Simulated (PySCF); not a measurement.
Al(H)2(OSiMe3), SMILES C[Si]([O][AlH2])(C)C (C₃H₁₁AlOSi), singlet, GFN2-xTB optimised geometry.

```
17

Al    -2.11    -0.11     0.00
H     -2.88     1.22     0.00
H     -2.88    -1.44    -0.01
O     -0.45    -0.11     0.00
Si     1.21    -0.12    -0.04
C      1.79     1.65     0.38
C      1.80    -1.38     1.27
C      1.72    -0.64    -1.79
H      2.87     1.72     0.35
H      1.47     1.95     1.37
H      1.38     2.37    -0.33
H      1.48    -1.09     2.27
H      2.88    -1.45     1.28
H      1.41    -2.37     1.07
H      1.34     0.06    -2.54
H      1.33    -1.62    -2.04
H      2.80    -0.67    -1.90
```

Density from PBE0/def2-SVP run with PySCF at that geometry.

Minimum of the electron density along straight lines between bonded atoms, close to the bond critical point (lines longer than 1.1 times the sum of covalent radii, or with two minima, are not listed):

```json
[
 {"bond": "Al1–H2", "length / Å": "1.535", "ρ at the minimum / e bohr⁻³": "0.087", "∇²ρ there / e bohr⁻⁵": "0.30", "position (fraction from the first atom)": "0.51"},
 {"bond": "Al1–H3", "length / Å": "1.535", "ρ at the minimum / e bohr⁻³": "0.087", "∇²ρ there / e bohr⁻⁵": "0.30", "position (fraction from the first atom)": "0.51"},
 {"bond": "Al1–O4", "length / Å": "1.661", "ρ at the minimum / e bohr⁻³": "___", "∇²ρ there / e bohr⁻⁵": "___", "position (fraction from the first atom)": "0.43"},
 {"bond": "O4–Si5", "length / Å": "1.661", "ρ at the minimum / e bohr⁻³": "0.116", "∇²ρ there / e bohr⁻⁵": "___", "position (fraction from the first atom)": "0.59"},
 {"bond": "Si5–C6", "length / Å": "1.905", "ρ at the minimum / e bohr⁻³": "0.112", "∇²ρ there / e bohr⁻⁵": "0.31", "position (fraction from the first atom)": "0.38"},
 {"bond": "Si5–C7", "length / Å": "1.905", "ρ at the minimum / e bohr⁻³": "0.111", "∇²ρ there / e bohr⁻⁵": "0.31", "position (fraction from the first atom)": "0.38"},
 {"bond": "Si5–C8", "length / Å": "1.905", "ρ at the minimum / e bohr⁻³": "0.111", "∇²ρ there / e bohr⁻⁵": "0.31", "position (fraction from the first atom)": "0.38"},
 {"bond": "C6–H9", "length / Å": "1.085", "ρ at the minimum / e bohr⁻³": "0.271", "∇²ρ there / e bohr⁻⁵": "-0.96", "position (fraction from the first atom)": "0.62"},
 {"bond": "C6–H10", "length / Å": "1.086", "ρ at the minimum / e bohr⁻³": "0.271", "∇²ρ there / e bohr⁻⁵": "-0.96", "position (fraction from the first atom)": "0.62"},
 {"bond": "C6–H11", "length / Å": "1.086", "ρ at the minimum / e bohr⁻³": "0.271", "∇²ρ there / e bohr⁻⁵": "-0.96", "position (fraction from the first atom)": "0.62"},
 {"bond": "C7–H12", "length / Å": "1.086", "ρ at the minimum / e bohr⁻³": "0.271", "∇²ρ there / e bohr⁻⁵": "-0.96", "position (fraction from the first atom)": "0.62"},
 {"bond": "C7–H13", "length / Å": "1.085", "ρ at the minimum / e bohr⁻³": "0.271", "∇²ρ there / e bohr⁻⁵": "-0.96", "position (fraction from the first atom)": "0.62"},
 {"bond": "C7–H14", "length / Å": "1.086", "ρ at the minimum / e bohr⁻³": "0.271", "∇²ρ there / e bohr⁻⁵": "-0.96", "position (fraction from the first atom)": "0.62"},
 {"bond": "C8–H15", "length / Å": "1.086", "ρ at the minimum / e bohr⁻³": "0.271", "∇²ρ there / e bohr⁻⁵": "-0.96", "position (fraction from the first atom)": "0.62"},
 {"bond": "C8–H16", "length / Å": "1.086", "ρ at the minimum / e bohr⁻³": "0.271", "∇²ρ there / e bohr⁻⁵": "-0.96", "position (fraction from the first atom)": "0.62"},
 {"bond": "C8–H17", "length / Å": "1.085", "ρ at the minimum / e bohr⁻³": "0.271", "∇²ρ there / e bohr⁻⁵": "-0.96", "position (fraction from the first atom)": "0.62"}
]
```

Question: Fill in the missing entries.

Answer: 
- Al1–O4, ρ at the minimum / e bohr⁻³: 0.104
- Al1–O4, ∇²ρ there / e bohr⁻⁵: 1.02
- O4–Si5, ∇²ρ there / e bohr⁻⁵: 0.94
